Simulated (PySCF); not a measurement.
Bonding in `CC[C@H](C#N)[SiH2]N[SiH2]P`

Compound: C4H13N2PSi2.
Numbering: `[CH3:1][CH2:2][C@H:3]([C:4]#[N:5])[SiH2:6][NH:7][SiH2:8][PH2:9]` (hydrogens: H10, H11, H12 on C1; H13, H14 on C2; H15 on C3; H16, H17 on Si6; H18 on N7; H19, H20 on Si8; H21, H22 on P9)

Structure used (GFN2-xTB), in Å, numbered top down from 1:
```xyz
22
C4H13N2PSi2 angstrom
C     -3.7268    0.4383    0.2655
C     -2.2770    0.8945    0.3833
C     -1.2971   -0.1726   -0.1079
C     -1.3571   -1.3418    0.7084
N     -1.3628   -2.2789    1.3683
Si     0.5074    0.4789   -0.1148
N      1.4963   -0.9163   -0.3435
Si     3.2053   -1.0151   -0.6217
P      3.8910    1.1016   -0.7919
H     -3.8875   -0.4640    0.8522
H     -3.9787    0.2228   -0.7715
H     -4.4009    1.2109    0.6284
H     -2.1271    1.8027   -0.2045
H     -2.0538    1.1334    1.4252
H     -1.5708   -0.4704   -1.1253
H      0.7838    1.1431    1.1650
H      0.6432    1.4068   -1.2390
H      1.0501   -1.8057   -0.1800
H      3.8268   -1.7715    0.4721
H      3.4523   -1.6885   -1.9013
H      5.2347    0.7789   -0.8401
H      3.9382    1.3325    0.5713
```

Bond orders from the PBE0/pcSseg-1 density (PySCF). Geometry: GFN2-xTB, one conformer, isolated molecule.

Question: How far do the computed orders between heavy atoms stray from the drawn ones?

Answer: The largest departure is 0.200, at C3–Si6 (drawn single, 0.800). Drawn single, order below 0.88: C3–Si6 (0.800).

Question: Give the Mayer order of every bond between heavy atoms, beside its length.

Answer: 
```
  bond  drawn as  length (Å)  Mayer order
 C1–C2    single       1.524        1.059
 C2–C3    single       1.530        1.006
 C3–C4    single       1.427        1.006
 C4–N5    triple       1.146        3.015
C3–Si6    single       1.919        0.800
Si6–N7    single       1.725        0.975
N7–Si8    single       1.734        0.951
Si8–P9    single       2.231        0.992
```

Bonds between the same two heavy elements. C–C: lowest C2–C3 and C3–C4 (1.006, 1.530 Å), highest C1–C2 (1.059, 1.524 Å); in 1 of the 3 pairs the longer bond (by over 0.003 Å) has the higher order (by 0.02 or more). N–Si: lowest N7–Si8 (0.951, 1.734 Å), highest Si6–N7 (0.975, 1.725 Å). Bonds named together lie within 0.004.

Question: And the bonds to hydrogen?

Answer: C–H: 0.91 to 0.97 (6 bonds); H–Si: 0.90 to 0.93 (4 bonds); H–N: 0.91 (1 bond); H–P: 0.93 to 0.94 (2 bonds).

Question: Sum the orders of all bonds at each heavy atom with more than one neighbour and set the sums beside the valence in the SMILES.

Answer: C1 3.949 (drawn 4), C2 3.955 (drawn 4), C3 3.717 (drawn 4), C4 4.021 (drawn 4), Si6 3.614 (drawn 4), N7 2.833 (drawn 3), Si8 3.758 (drawn 4), P9 2.857 (drawn 3). Orders between atoms that aren't bonded are not in these sums.

Mayer orders depend on the basis set.
